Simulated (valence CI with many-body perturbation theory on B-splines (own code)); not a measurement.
## E1 line list for K XIV

Level of theory: configuration interaction combined with many-body perturbation theory (CI+MBPT): four valence electrons over a frozen Dirac-Fock core [He], a basis of 11 s, 11 p, 10 d, 8 f, 5 g, 2 h functions for each j, with the one-electron correlation potential Σ1, the two-electron term Σ2, the three-electron term Σ3, Breit, model QED; selected CI, second order for the rest, scaled by the run's own slope (own B-spline code, finite nucleus).

No measured spectrum was set against this ion. As an estimate, levels of excited configurations hold to 0.05 to 0.15 % of their energy, terms of the ground configuration to about 0.5 %. Among the levels kept, up to 940 cm⁻¹ of a level comes from second order outside the variational space, and about a tenth of that is noise between levels of different J, which matters for small intervals.

Lines 51 to 100 of 547 in falling wavelength, among levels below 42.239 Ry, chosen from the strongest by gf and those to the six lowest levels. Wavelengths and rates use the calculated energies, so an error of 300 cm⁻¹ moves a line at 77.24 nm by 0.23 % and its rate by three times that or more. Electric multipoles are in the length gauge, E1 and E2 with the static RPA response of the core. Weak lines are less certain than strong ones. Lines between different terms over intervals too small for the method are left out, as are lines whose strength nearly cancels. Where a level lies close to another of its J and parity, the split of strength between their lines is uncertain. The highest levels of a list are the least certain.

Names give the largest LS component (configuration and term), which can be under half, so a name can repeat, a term be missing and a line seem to break the LS rules; names also repeat where a configuration has a term twice. Letters in brackets count levels of one name in rising energy.

```csv
λ vac (nm),Upper,Lower,A (s⁻¹),log gf,Branch %
77.24,2s2p²3d ⁵F_1,2s2p²3p ⁵D°_0,4.15e+08,-0.95,3.8
77.14,2s2p²3d ⁵D_4,2s2p²3p ⁵P°_3,5.65e+08,-0.34,27.9
77.12,2s2p²3d ⁵D_2,2s2p²3p ⁵P°_2,3.58e+08,-0.80,0.1
76.59,2s2p²3p ³F°_3,2s2p²3s ³D_2,8.45e+08,-0.28,2.4
76.51,2s2p²3d ³P_2 [b],2s2p²3p ³P°_2 [b],4.30e+08,-0.72,0.0
76.41,2s2p²3p ⁵D°_4,2s2p²3s ⁵P_3,9.79e+08,-0.11,80.8
76.22,2s2p²3d ⁵D_1,2s2p²3p ⁵P°_1,4.77e+08,-0.90,0.2
76.16,2s2p²3d ¹D_2 [c],2s2p²3p ¹P°_1 [c],5.55e+08,-0.62,0.0
75.92,2s2p²3d ⁵D_3,2s2p²3p ⁵P°_2,5.39e+08,-0.49,0.1
75.84,2s2p²3d ³G_4,2s2p²3p ³F°_3,8.24e+08,-0.19,0.7
75.78,2s2p²3p ⁵D°_3,2s2p²3s ⁵P_2,8.60e+08,-0.29,59.0
75.78,2s2p²3d ⁵D_2,2s2p²3p ⁵P°_1,2.35e+08,-1.00,0.0
75.42,2s²2p3p ³D_2,2s²2p3s ³P°_1,7.59e+08,-0.49,4.9
75.14,2s2p²3p ⁵D°_2,2s2p²3s ⁵P_1,5.87e+08,-0.60,29.3
74.75,2s2p²3d ³D_3 [d],2s2p²3p ³P°_2 [e],4.94e+08,-0.54,0.1
74.63,2s2p²3d ³F_2 [c],2s2p²3p ³P°_1 [c],6.41e+08,-0.57,0.0
74.57,2s2p²3p ³F°_4,2s2p²3s ³D_3,1.08e+09,-0.09,26.0
74.22,2s2p²3p ¹D°_2 [a],2s2p²3s ³D_1,3.36e+08,-0.86,0.0
74.08,2s2p²3p ³P°_2 [e],2s2p²3s ³P_2 [b],7.81e+08,-0.49,0.2
73.82,2s2p²3d ³D_2 [d],2s2p²3p ³P°_1 [e],4.38e+08,-0.75,0.0
73.78,2s²2p3p ³D_1 [b],2s²2p3s ³P°_0,5.58e+08,-0.86,2.7
73.38,2s2p²3d ³F_4 [b],2s2p²3p ³F°_4,2.56e+08,-0.73,0.0
73.35,2s²2p3d ³F°_4,2s²2p3p ³D_3,8.67e+08,-0.20,98.9
73.30,2s2p²3d ⁵D_4,2s2p²3p ⁵D°_4,3.09e+08,-0.65,15.3
73.18,2s2p²3d ¹F_3 [a],2s2p²3p ¹F°_3,2.11e+08,-0.93,0.0
73.13,2s2p²3d ³G_3,2s2p²3p ³F°_2,6.74e+08,-0.42,2.1
72.65,2s2p²3p ⁵P°_3,2s2p²3s ⁵P_3,9.34e+08,-0.29,1.9
72.55,2s2p²3d ³D_2 [c],2s2p²3p ³P°_1 [d],7.68e+08,-0.52,0.1
72.09,2s²2p3d ³D°_3,2s²2p3p ³P_2,5.92e+08,-0.49,0.0
71.83,2s²2p3d ³F°_3,2s²2p3p ³D_2,8.82e+08,-0.32,0.2
71.67,2s2p²3p ⁵P°_1,2s2p²3s ⁵P_2,8.98e+08,-0.68,0.7
71.34,2s2p²3p ³S°_1 [b],2s2p²3s ³P_2 [b],5.75e+08,-0.88,0.1
71.26,2s2p²3d ³F_3 [b],2s2p²3p ³F°_3,2.28e+08,-0.92,0.0
71.12,2s2p²3d ¹D_2 [b],2s2p²3p ¹P°_1 [b],5.74e+08,-0.66,0.0
70.79,2s2p²3d ³S_1,2s2p²3p ³P°_2 [b],5.22e+08,-0.93,0.0
70.79,2s2p²3p ³P°_2 [c],2s2p²3d ³P_1 [a],4.03e+08,-0.82,0.2
70.70,2s²2p3d ³D°_1,2s²2p3p ³P_0,4.65e+08,-0.98,0.0
70.62,2s2p²3d ⁵D_3,2s2p²3p ⁵D°_3,1.96e+08,-0.99,0.0
70.51,2s2p²3p ⁵P°_2,2s2p²3s ⁵P_2,3.80e+08,-0.85,1.6
69.82,2s2p²3p ³P°_2 [c],2s2p²3s ³S_1,5.06e+08,-0.73,0.3
69.30,2s²2p3p ³P_1,2s²2p3s ³P°_2,1.07e+09,-0.64,1.6
69.12,2s2p²3d ³P_2 [c],2s2p²3p ³S°_1 [b],3.78e+08,-0.87,0.0
68.93,2s2p²3d ¹G_4,2s2p²3p ³D°_3 [b],1.51e+08,-1.01,0.1
68.90,2s2p²3d ³D_3 [d],2s2p²3p ³D°_3 [c],2.82e+08,-0.85,0.0
68.88,2s²2p3d ³D°_2,2s²2p3p ³S_1,6.65e+08,-0.63,0.0
68.82,2s2p²3d ⁵P_3,2s2p²3p ⁵P°_3,6.22e+08,-0.51,0.0
68.82,2s2p²3p ³P°_1 [e],2s2p²3s ³P_1 [b],4.38e+08,-1.03,0.1
68.61,2s²2p3d ³P°_2,2s²2p3p ³P_2,4.28e+08,-0.82,0.0
68.54,2s2p²3d ³F_4 [a],2s2p²3p ³D°_3 [a],1.15e+09,-0.14,0.1
68.53,2s2p²3d ³F_2 [a],2s2p²3p ³D°_1 [a],9.93e+08,-0.46,0.1
```

Task: How does gf follow from A for the line at 76.16 nm?

Result: gf = 1.4992 × (2J+1)_upper × A / σ², with σ = 131304 cm⁻¹ and 2J+1 = 5: gf = 0.241.
